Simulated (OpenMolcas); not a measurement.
# Pd3+: moving or changing the point charges

Pd3+ among 3 point charges of -2.5 e arranged as a planar triangle (D3h), 2.1 Å from the ion.

```
Program             : OpenMolcas 26.06
Method              : CASSCF
Basis               : ANO-RCC-VDZP [6s5p3d1f]
Scalar Hamiltonian  : DKH2, point nucleus
Active space        : 7 electrons in 5 orbitals (4d)
State averaging     : 2S+1 = 4 even, 10 roots; 2S+1 = 2 even, 40 roots
Spin-orbit coupling : RASSI with atomic mean-field integrals over the reference wave functions
```

Runs around this geometry, states (labels of D3, the rotations of D3h). Energies in cm-1 above the lowest state or level, χT in cm3 K/mol.

| R (Å) | q (e) | Ground state | First state of that spin | First gap with spin-orbit (degeneracies) | χT at 300 K | First state of another spin |
| --- | --- | --- | --- | --- | --- | --- |
| 2.1 | -1.62 | 4A2 | 4E 946.2 | 448.3 (2, 2) | 4.398 | 2E 16270 |
| 1.94 | -2.5 | 4E | 4A2 475.6 | 232.0 (2, 2) | 4.266 | 2E 14591 |
| 2.1 | -2.5 | 4A2 | 4E 189.7 | 361.8 (2, 2) | 4.342 | 2E 15605 |
| 2.34 | -2.5 | 4A2 | 4E 556.5 | 395.3 (2, 2) | 4.466 | 2E 16185 |

The ground state changes within this set.

Without dynamic correlation the repulsion within the d shell is too large (B by tens of per cent), so at a given field states of lower spin stand too high. Point charges give a weaker field than real ligands, and real ions of this kind are as a rule low spin; the high spin found here belongs to the model. Spin-orbit coupling mixes the spin-free states strongly: the lowest level takes only 61 % from its leading state, 4A2 (figures for R = 2.1, q = -1.62; the like holds for R = 1.94, q = -2.5, R = 2.1, q = -2.5, R = 2.34, q = -2.5). This shell can be high or low spin here, a state of another spin lies low, and with metal d orbitals alone active their balance is uncertain, so the ground spin may be wrong (holds for R = 1.94, q = -2.5). This is an electrostatic model: the charges have no orbitals. No measured value stands beside these numbers.
